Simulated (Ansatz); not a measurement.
H2ClNSi, SMILES `N[Si]Cl` (lower singlet) (charge 0, multiplicity 1). This singlet lies 2.47 eV below the relaxed triplet at the level frozen-core CCSD(T)/cc-pVTZ // PBE0-D3(BJ)/def2-TZVP (Ansatz, a quantum-chemistry and plane-wave program).

Cartesian coordinates (Å):
SMILES: Cl[Si]N
```xyz
5

N     -0.6583     0.0177     0.0007
Si     0.6494    -1.0693     0.0138
Cl     2.2114     0.3407    -0.0080
H     -0.5913     1.0250    -0.0132
H     -1.6112    -0.3141     0.0067
```
Charge 0, multiplicity 1.

Frozen-core energies in cc-pVDZ from Ansatz at a geometry from PBE0-D3(BJ)/def2-TZVP; the HF reference has <S^2> = 0.00 and the T1 diagnostic is 0.014.

```csv
level,energy (Ha)
HF,-804.10686
MP2,-804.49285
CCSD,-804.52560
CCSD(T),-804.53693
```

Problem. Estimate the energies of CCSDT and CCSDT(Q), and give each level's difference from CCSDT(Q).

Solution. 
```
level     energy (Ha)  difference from CCSDT(Q) (mHa)
--------  -----------  ------------------------------
MP2        -804.49285                           46.05
CCSD       -804.52560                           13.29
CCSD(T)    -804.53693                            1.97
CCSDT      -804.53778                            1.12
CCSDT(Q)   -804.53890                            0.00
```
